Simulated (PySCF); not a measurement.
Simulated outer-valence photoelectron spectrum of `[SiH3]OBP`. Computed with EOM-IP-CCSD/aug-cc-pVDZ in PySCF, restricted Hartree–Fock reference, frozen core, non-relativistic, gas phase, PBE0-D3(BJ)/def2-SVP geometry.

Each root has a Gaussian of 0.4 eV full width with its one-hole share as area; cross sections and vibrations are left out, and the highest printed point is 100.

(ionisation energy (eV), intensity): (8.8, 0), (9.0, 7), (9.2, 42), (9.4, 67), (9.6, 27), (9.8, 3), (10.0, 0), (10.2, 0), (10.4, 1), (10.6, 18), (10.8, 61), (11.0, 52), (11.2, 11), (11.4, 1), (11.6, 1), (11.8, 10), (12.0, 51), (12.2, 64), (12.4, 46), (12.6, 69), (12.8, 56), (13.0, 64), (13.2, 55), (13.4, 13), (13.6, 2), (13.8, 20), (14.0, 73), (14.2, 100), (14.4, 70), (14.6, 20), (14.8, 22), (15.0, 63), (15.2, 46), (15.4, 9), (15.6, 0)

**Question.** Where are the maxima, and how many lines lie under the curve?

**Answer.** 7 maxima, at 9.4, 10.9, 12.1, 12.6, 13.1, 14.2 and 15.1 eV, from 8 lines. At this width some lines have no maximum of their own.

**Question.** List the lines with their holes.

**Answer.** 
| E (eV) | leading hole (HF orbital) | area | Koopmans (eV) |
| --- | --- | --- | --- |
| 9.37 | HOMO | 0.95 | 9.80 |
| 10.88 | HOMO-1 | 0.95 | 11.77 |
| 12.13 | HOMO-2 | 0.94 | 12.98 |
| 12.63 | HOMO-3 | 0.95 | 13.34 |
| 13.09 | HOMO-4 | 0.94 | 13.93 |
| 14.06 | HOMO-5 | 0.93 | 15.46 |
| 14.32 | HOMO-6 | 0.94 | 15.89 |
| 15.06 | HOMO-7 | 0.93 | 16.77 |

The widest gap, 1.51 eV, lies between 9.37 and 10.88 eV. Only orbitals with −ε under 21 eV, eight at most, were ionised, so the high end of the curve may lack lines.

Shape of the structure used: `[SiH3:1][O:2][BH:3][PH2:4]`: Si1–O2–B3–P4 0°, H–P4–B3–O2 -44°, H–P4–B3–O2 -142°.

One conformer stands for the species.
